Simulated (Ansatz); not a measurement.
Ansatz results at the PBE0-D4/def2-TZVP geometry: size of the dipole moment (B3LYP/def2-TZVPP) 1.80 D; HOMO energy (ωB97M-V/def2-TZVPP) -12.27 eV; HOMO–LUMO gap (PBE/def2-TZVPP) 8.77 eV.

Q: Which molecule gave them?
A. `OC(CF)C(F)F`
B. `CF`
C. `FC1C=CCC1`
D. `FCOC(F)C(F)F`

A: B. The others give `FCOC(F)C(F)F`: 2.02, -12.10, 8.12; `FC1C=CCC1`: 2.05, -9.83, 5.38; `OC(CF)C(F)F`: 1.01, -11.10, 6.84.

B3LYP here is the variant with VWN-RPA as its local correlation; programs differ in this.
